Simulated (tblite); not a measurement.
Species: C4H3FO2S (charge -1 and doublet state).
Geometry (GFN2-xTB, Å), atoms numbered from 1 in this order:
```
atom  x, y, z in Å
O1    -1.050    1.817   -0.314
C2    -0.216    0.699   -0.304
C3    -0.725   -0.582   -0.208
O4    -2.076   -0.899   -0.447
S5     0.527   -1.827   -0.385
C6     1.756   -0.498   -0.552
F7     3.011   -0.777    0.006
C8     1.167    0.752   -0.260
H9    -1.942    1.459   -0.382
H10   -2.191   -1.794   -0.114
H11    1.744    1.652   -0.141
```

Computed values, GFN2-xTB/tblite, gas phase, harmonic and unscaled. The method is semi-empirical: single wavenumbers can be off by several per cent or more. One conformer, not necessarily the lowest. Open shells enter through the occupations alone, without spin polarisation, and single modes of such species can be off by tens of per cent.

Harmonic wavenumbers (cm⁻¹): 100.0, 181.4, 205.5, 227.3, 258.3, 262.0, 373.0, 378.6, 392.4, 424.6, 502.1, 546.9, 605.5, 638.3, 685.3, 927.4, 951.6, 1092.1, 1106.7, 1177.1, 1200.2, 1319.5, 1487.7, 1521.7, 3106.0, 3547.6, 3555.3.

A = 2860, B = 1468, C = 978.9 MHz; mass 133.984 u (most abundant isotopes); point group C1, symmetry number 1; spin multiplicity 2.

Q: What is the zero-point energy?

A: Half the sum of the wavenumbers: 13387 cm⁻¹ = 38.27 kcal/mol.

Q: Entropy at 500 K, 1 bar (ideal gas, RRHO, classical rotation)?

A: Translation 43.18, rotation 30.29, vibration 34.98, spin (R ln 2) 1.38: S = 109.8 cal/(mol K).

Q: And Cp and H(500 K) − H(0)?

A: Cp = 41.89 cal/(mol K), of which vibrations give 33.94 (their classical limit is 27 R = 53.7); H(500 K) − H(0) = 13.48 kcal/mol without the zero-point energy, 9.51 from vibrations.

Q: Blend soft modes into free rotors: weight 1/[1 + (100 cm⁻¹/ν̃)⁴] for the oscillator and the rest for a rotor with moment μB/(μ + B), μ = h/(8π²ν), B = 10⁻⁴⁴ kg m². What vibrational entropy results?

A: 34.35 cal/(mol K) in place of 34.98, which changes −T·S at 500 K by +0.32 kcal/mol.

Q: Which modes carry the vibrational entropy at 500 K?

A: 100.0 cm⁻¹: 4.47; 181.4 cm⁻¹: 3.30; 205.5 cm⁻¹: 3.06; 227.3 cm⁻¹: 2.87; 258.3 cm⁻¹: 2.62; 262.0 cm⁻¹: 2.59 cal/(mol K); the other 21 give 16.06 together.

Q: How do the functions run with temperature in this model?

A: 
```csv
T (K),S (cal/(mol K)),Cp (cal/(mol K)),H − H(0) (kcal/mol),G − H(0) (kcal/mol),ln q(vib)
50,57.2,9.7,0.42,-2.44,0.07
100,65.5,15.1,1.04,-5.51,0.50
298.15,90.7,32.2,5.91,-21.12,4.05
373.15,98.4,36.5,8.49,-28.21,5.55
750,128.2,48.3,24.84,-71.28,12.54
1000,142.6,52.0,37.41,-105.20,16.50
```

q(vib) and H(0) count from the zero-point level.

Q: What must be added to the electronic energy to get the Gibbs energy at 500 K and 1 bar?

A: ZPE + [H(500 K) − H(0)] − T·S = 38.27 + 13.48 − 54.92 = -3.17 kcal/mol.

Hindered rotation and anharmonicity are outside this model. Other conformers, if any are populated, would add a mixing term that is left out. The structure is chiral; the term R ln 2 for an equal mix with its mirror image is left out.
